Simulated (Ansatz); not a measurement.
**Energy profile**

The step: BHOF₂ ([OH][B]([F])[F]) + NH₃ → BNH₂F₂ ([NH2][B]([F])[F]) + H₂O; bonds formed: O2–H5; dative contacts that become bonds: B1–N6; bonds broken: B1–O2, H5–N6 (atoms numbered as in the saddle structure below).

```tsv
atom	x (Å)	y (Å)	z (Å)
B1	-0.3253	-0.3817	-0.4553
O2	0.7188	0.7458	-0.9130
F3	-0.0012	-1.5655	-1.0202
F4	-1.5894	0.0710	-0.7003
H5	0.7638	0.7157	0.2504
N6	0.1153	-0.2104	1.0295
H7	0.2817	1.5174	-1.2871
H8	0.6456	-0.9735	1.4263
H9	-0.6093	0.0810	1.6699
```

Electronic energies by CCSD(T) at an estimated basis limit (MP2 extrapolated from triple and quadruple zeta, plus CCSD(T) − MP2 in triple zeta), on PBE0-D4/def2-TZVP structures; BNH4OF2, singlet; no counterpoise correction. Ansatz 0.2.0; basis: def2-TZVPP and def2-QZVPP; cores frozen in the correlated methods. Extrapolation: Hartree–Fock as exp(−7.88 √X), correlation as X^−2.97.

**Question.** Give the profile in kJ/mol, counted from the separated reactants. (To be estimated.)

**Answer.** By the calculation:
```
                                                                                                      point  kJ/mol
  separated: BHOF2 (linked as [OH][B]([F])[F]; B1, O2, F3, F4, H7; singlet) + NH3 (H5, N6, H8, H9; singlet)     0.0
                                                                                            start structure   -59.3
                                                                                                     saddle    72.2
                                                                                              end structure     1.7
separated: BNH2F2 (linked as [NH2][B]([F])[F]; B1, F3, F4, N6, H8, H9; singlet) + H2O (O2, H5, H7; singlet)    14.8
```

The T1 diagnostic stays at or below 0.012.

For scale, one of the runs: CCSD(T)/def2-TZVPP, 211 basis functions, launched by `ansatz run in.yaml --threads 4 --pin off --events-out ev --progress --plain --max-ram 9574MiB`. Time: 2 min of wall clock on 4 CPU threads of an Intel Xeon; the host was shared. Peak host memory: 3.4 GiB.
